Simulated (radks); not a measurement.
Excited configurations of Nb I: one electron is placed in a higher orbital outside [Kr] 4d4. The ground configuration is [Kr] 4d4 5s1. All-electron calculation, Dirac Kohn-Sham, PBE, spin-unpolarised, spherical densities, finite nucleus; open shells are shared between the two j in proportion to 2j + 1; Fermi nuclear charge, rms radius 4.324 fm. Program: a radial shooting solver on a logarithmic mesh with Libxc functionals. Excitation = E - E(ground); binding = E(ion) - E, where the ion is the core of charge +1; n* = 1/sqrt(2 binding) in atomic units, and the quantum defect is n - n*. Eigenvalue and <r> are those of j = l + 1/2.

[
 {"outer orbital": "4f", "excitation (eV)": "5.722", "binding (eV)": "0.916", "n*": "3.854", "quantum defect": "0.146", "eigenvalue (eV)": "-0.432", "<r> (bohr)": "17.19"},
 {"outer orbital": "5p", "excitation (eV)": "2.950", "binding (eV)": "3.688", "n*": "1.921", "quantum defect": "3.079", "eigenvalue (eV)": "-1.722", "<r> (bohr)": "5.244"},
 {"outer orbital": "5d", "excitation (eV)": "5.105", "binding (eV)": "1.533", "n*": "2.979", "quantum defect": "2.021", "eigenvalue (eV)": "-0.721", "<r> (bohr)": "10.91"},
 {"outer orbital": "5f", "excitation (eV)": "6.003", "binding (eV)": "0.635", "n*": "4.628", "quantum defect": "0.372", "eigenvalue (eV)": "-0.367", "<r> (bohr)": "29.07"},
 {"outer orbital": "6s", "excitation (eV)": "4.377", "binding (eV)": "2.261", "n*": "2.453", "quantum defect": "3.547", "eigenvalue (eV)": "-1.340", "<r> (bohr)": "9.553"},
 {"outer orbital": "6p", "excitation (eV)": "4.974", "binding (eV)": "1.664", "n*": "2.860", "quantum defect": "3.140", "eigenvalue (eV)": "-0.954", "<r> (bohr)": "12.24"},
 {"outer orbital": "6d", "excitation (eV)": "5.681", "binding (eV)": "0.957", "n*": "3.770", "quantum defect": "2.230", "eigenvalue (eV)": "-0.542", "<r> (bohr)": "20.36"},
 {"outer orbital": "6f", "excitation (eV)": "6.178", "binding (eV)": "0.460", "n*": "5.437", "quantum defect": "0.563", "eigenvalue (eV)": "-0.287", "<r> (bohr)": "43.53"},
 {"outer orbital": "7s", "excitation (eV)": "5.413", "binding (eV)": "1.225", "n*": "3.333", "quantum defect": "3.667", "eigenvalue (eV)": "-0.759", "<r> (bohr)": "17.98"},
 {"outer orbital": "7p", "excitation (eV)": "5.664", "binding (eV)": "0.974", "n*": "3.737", "quantum defect": "3.263", "eigenvalue (eV)": "-0.603", "<r> (bohr)": "21.79"},
 {"outer orbital": "7d", "excitation (eV)": "5.993", "binding (eV)": "0.645", "n*": "4.593", "quantum defect": "2.407", "eigenvalue (eV)": "-0.401", "<r> (bohr)": "32.19"}
]

The Delta-SCF ionisation energy is 6.638 eV (NIST Atomic Spectra Database: 6.759 eV, measured). Self-interaction in the functional shifts the binding energies and quantum defects, so they are the method's values and not measured ones. Spin polarisation and multiplet splitting are left out, so open shells lie too high by an amount that depends on their filling. Sharing an open shell by 2j + 1 raises it above the true ground level by a part of the spin-orbit splitting, which enters the differences from NIST.

Beside tabulated values, note that spin-unpolarised runs miss the spin-polarisation part of the exchange energy of open shells.
